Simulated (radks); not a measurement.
Values are calculated unless marked as measured or tabulated.
As2+, configuration [Ar] 3d10 4s2 4p1 (the NIST ground configuration). Level of theory: non-relativistic Kohn-Sham, LB94 model potential, spin-polarised, spherical densities, point nucleus; open shells are filled with parallel spins first (a radial shooting solver on a logarithmic mesh with Libxc functionals).

Unscreened Slater integrals over Kohn-Sham orbitals (hartree). They are taken over the spin-up orbitals.

integral      value
F0(4p,4p)   0.42951
F2(4p,4p)   0.22568
F0(4p,4s)   0.46096
G1(4p,4s)   0.30691
F0(4p,3d)   0.55784
F2(4p,3d)   0.11805
G1(4p,3d)  0.042079
G3(4p,3d)  0.037998
F0(4p,3p)   0.56096
F2(4p,3p)   0.10977
G0(4p,3p)  0.027725
G2(4p,3p)  0.032093
F0(4s,4s)   0.50198
F0(4s,3d)   0.64014
G2(4s,3d)  0.059175
F0(4s,3p)   0.64466
G1(4s,3p)  0.044529
F0(3d,3d)    1.3840
F2(3d,3d)   0.65185
F4(3d,3d)   0.40778
F0(3d,3p)    1.4104
F2(3d,3p)   0.67177
G1(3d,3p)   0.81844
G3(3d,3p)   0.50298
F0(3p,3p)    1.4508
F2(3p,3p)   0.72639

Derived for the open shells (J is the average intra-shell exchange parameter used in DFT+U). 4p: J = F2/5 = 0.04514 hartree.
